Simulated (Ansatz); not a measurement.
A run for Ansatz (a program for electronic structure): U-B97M-V/def2-TZVPP on LiC-, 2S+1 = 5, a spin state set in the input, which need not be the lowest, a point of a bond scan (R = 1.994 Å). Charge -1.

Ansatz 0.2 input:
```yaml
crystal:
  periodic: [false, false, false]
  atoms:
    - {symbol: Li, position_ang: [0.00000000, 0.00000000, 0.00000000]}
    - {symbol: C, position_ang: [0.00000000, 0.00000000, 1.99426700]}
basis:
  gaussian:
    orbitals: def2-TZVPP
    pivot_positions_ang: [[0.00000000, 0.00000000, 0.00000000], [0.00000000, 0.00000000, 1.99426700]]
hamiltonian:
  xc: {name: B97M-V}
total_charge: -1
magnetization: {spin_polarized: true, initial_magnetization: 4}
output: {forces: true, orbitals: {seedname: ./end}}
```

The head of its log:

```
WARN ansatz: RAYON_NUM_THREADS=1 ignored (pool sized by the plan → 1); use --threads N
Functional definition: B97M-V
integrals: 0.02 GiB planned
325 factors; their error is unknown
mean field: 0.17 GiB planned
mean field evaluation 1: about -1236.1170 eV, gradient 1.1e1 eV
mean field evaluation 2: about -1235.4737 eV, gradient 1.5e1 eV
```

Q: Give the final energy of this run.

A: -45.4735 hartree.
